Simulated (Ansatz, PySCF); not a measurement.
Gas-phase reaction (SMILES): C#CB(Cl)Cl [dichloro(ethynyl)borane] + 6 [H][H] (H2) -> B (BH3) + 2 C (CH4) + 2 Cl (HCl); energy of full hydrogenation.

Each molecule is optimised on its own at B3LYP-D3(BJ)/def2-TZVP (Ansatz, an electronic-structure program). Valence correlation only, unless marked. No spin-orbit coupling. Non-relativistic. Basis-set limits of correlation are two-point, X^-3; Hartree-Fock from the larger set. Thermal terms are rigid-rotor harmonic-oscillator values from B3LYP-D3(BJ) frequencies (PySCF) at 298.15 K and 1 atm. 1 Eh = 627.5095 kcal/mol.

```tsv
species	E, CCSD(T)/CBS(cc-pV(T+d)Z,cc-pV(Q+d)Z) (Ansatz) (Eh)	E, r2SCAN-D4/def2-TZVPD (Ansatz + dftd4) (Eh)	H - E (Eh)	G - E (Eh)
C#CB(Cl)Cl	-1021.07060	-1022.03000	0.03193	-0.00401
[H][H] (H2)	-1.17450	-1.17100	0.01336	-0.00144
B (BH3)	-26.54901	-26.58581	0.03008	0.00872
C (CH4)	-40.45816	-40.49957	0.04840	0.02728
Cl (HCl)	-460.37849	-460.78611	0.01000	-0.01120
```

Problem. Work out ΔE and ΔH, ΔG, ΔS and the equilibrium constant at 298.15 K at the first level, then ΔH at the second.

Solution. 
1. ΔE = [(-26.54901) + 2×(-40.45816) + 2×(-460.37849)] - [(-1021.07060) + 6×(-1.17450)] = -0.10471 Eh = -65.7 kcal/mol at CCSD(T)/CBS(cc-pV(T+d)Z,cc-pV(Q+d)Z).
2. The terms H - E add up to 0.03479 Eh, so ΔH = (-0.10471 + (0.03479))×627.5095 = -43.9 kcal/mol.
3. The terms G - E add up to 0.05353 Eh, so ΔG = -32.1 kcal/mol, and ΔS = (0.03479 - (0.05353))×627509.5/298.15 = -39.4 cal/(mol K).
4. log10 K = -ΔG/(RT ln 10) = 23.5, with RT ln 10 = 1.3642 kcal/mol.
5. With ΔH and ΔS taken as constant, ΔG changes sign near ΔH/ΔS = 1110 K, a rough figure that leaves out heat capacities.
6. At r2SCAN-D4/def2-TZVPD the same steps give ΔE = -63.5 and ΔH = -41.7 kcal/mol, a shift of +2.2 from the first level.
7. These values are not checked against measurement here, since the tables used lack a sound gas-phase enthalpy of formation for at least one species.
